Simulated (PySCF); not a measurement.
## Krypton: a sound run and one with changed settings

Sound run: Kr [Kr], Kr⁺ [Ar] 3d10 4s2 4p5. Computed with PySCF 2.14 in pcseg-2, with the non-relativistic Hamiltonian (point nucleus). In the sound run the correlated levels freeze [Ar] 3d10. The sound run starts from symmetry-adapted Hartree-Fock orbitals and uses a fine grid where one is needed.

Changed run: initial guess atom, at most 50 SCF cycles.

```tsv
species	method	sound run (hartree)	changed run (hartree)	converged
Kr	UHF	-2752.02415	-2752.02415	yes
Kr	B3LYP	-2753.83709	-2753.83709	yes
Kr	CCSD(T)	-2752.21595	-2752.21595	yes
Kr⁺	M06-L	-2753.17485	-2753.17485	yes
Kr⁺	MP2	-2751.67961	-2751.67961	yes
```

Here the plain start reaches the same solutions.
